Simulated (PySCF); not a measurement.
C₂H₄N, SMILES [CH2]N=C, multiplicity 2. Atoms are numbered in the order given.

```xyz
7

C      0.0000     1.1379     0.1543
N      0.0000     0.0000    -0.5060
C      0.0000    -1.1379     0.1543
H      0.0000     1.1798     1.2472
H      0.0000     2.0667    -0.4019
H      0.0000    -2.0667    -0.4019
H      0.0000    -1.1798     1.2472
```
Charge 0, spin multiplicity 2.

Geometry: B3LYP-D3(BJ)/def2-TZVP. The isomer is the one that the SMILES or the coordinates give; other isomers of the formula were not compared.

Computed with M06-2X/def2-TZVPD in PySCF.

Mulliken values depend strongly on the basis, most of all with diffuse functions as here. ESP charges are fitted to the potential on shells at 1.4 to 2.0 van der Waals radii. Atomic charges (e):

| atom | meta-Löwdin | ESP fit | Mulliken spin |
|---|---|---|---|
| C1 | -0.10 | 0.02 | 0.64 |
| N2 | -0.22 | -0.39 | -0.15 |
| C3 | -0.10 | 0.02 | 0.64 |
| H4 | 0.09 | 0.08 | -0.04 |
| H5 | 0.13 | 0.10 | -0.03 |
| H6 | 0.13 | 0.10 | -0.03 |
| H7 | 0.09 | 0.08 | -0.04 |
